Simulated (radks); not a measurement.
Task: The selenium ion Se2+, 32 electrons, occupied as [Ar] 3d10 4s1.75 4p2 5s0.25 (fractional occupations, a model configuration). All-electron calculation, scalar-relativistic Kohn-Sham, BLYP, spin-polarised, spherical densities, finite nucleus; open shells are filled with parallel spins first; Fermi nuclear charge, rms radius 4.14 fm. Program: a radial shooting solver on a logarithmic mesh with Libxc functionals. Some entries of the table are withheld. Estimate them.

orbital  occ.  eigenvalue (eV)  <r> (bohr)  <r^2> (bohr^2)
1s up       1        -12532.90     0.04408        0.002616
1s down     1        -12532.73     0.04408        0.002616
2s up       1        -1632.040      0.1959         0.04528
2s down     1        -1631.947      0.1959         0.04528
2p up       3        -1438.802      0.1711         0.03585
2p down     3        -1438.653      0.1711         0.03585
3s up       1        -237.6779      0.5741          0.3796
3s down     1        -237.4540      0.5739          0.3793
3p up       3        -177.2643      0.5896          0.4080
3p down     3        -177.0123      0.5891          0.4071
3d up       5         -77.4972         (1)          0.4956
3d down     5         -77.1554         (2)          0.4894
4s up       1         -39.7654         (3)           3.186
4s down  0.75         -37.6007         (4)           3.213
4p up       2         -27.3788       1.953           4.361
4p down     0         -25.2881       1.988           4.544
5s up    0.25         -12.2752       4.055           18.44
4d up       0         -12.0039       3.020             (5)
5p up       0          -9.2495       4.831           26.23

Result: 
(1) 3d up <r> (bohr): 0.6297
(2) 3d down <r> (bohr): 0.6266
(3) 4s up <r> (bohr): 1.676
(4) 4s down <r> (bohr): 1.680
(5) 4d up <r^2> (bohr^2): 10.60
